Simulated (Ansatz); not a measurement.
C₂H₁₃NSi₃, SMILES C[Si@H](C[SiH3])[SiH2]N.

The structure is a stationary point at B3LYP-D3(BJ)/def2-SVP. The structure was generated by enumeration; whether it is a known compound was not checked. The values are those of a single conformer.

Two levels are set side by side: PBE/def2-SVPD (Ansatz, a first-principles code) and CAM-B3LYP/def2-SVPD (Ansatz). Energy differences of separate SCF runs at the same geometry; the states with an electron removed or added have multiplicity 2 and 2. Differences are taken from unrounded values.

| quantity | PBE |
|---|---|
| vertical ionisation energy (eV) | 8.61 |
| vertical singlet–triplet gap (eV) | 4.85 |

Problem. These are the PBE values. What does CAM-B3LYP give? (Estimate from the structure and the level; the computed values follow.)

Solution. 
```csv
quantity,CAM-B3LYP,PBE minus CAM-B3LYP
vertical ionisation energy (eV),9.18,-0.56
vertical singlet–triplet gap (eV),5.69,-0.84
```
